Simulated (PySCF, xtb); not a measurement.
In(H)2(PH2) (H4InP), SMILES [InH2][PH2].

GFN2-xTB in xtb at its own geometry gives an orbital gap of 3.52 eV and a dipole moment of 1.86 D.

Geometry optimised at B3LYP-D3(BJ)/def2-TZVP. The def2 effective core potentials stand for the cores of In; spin–orbit coupling is left out.

What does PBE/def2-TZVPD (PySCF) give? (An estimate is asked for; the answer gives what the named calculation found.)

gap 3.49 eV (levels -6.05 and -2.56 eV), dipole 0.67 D.
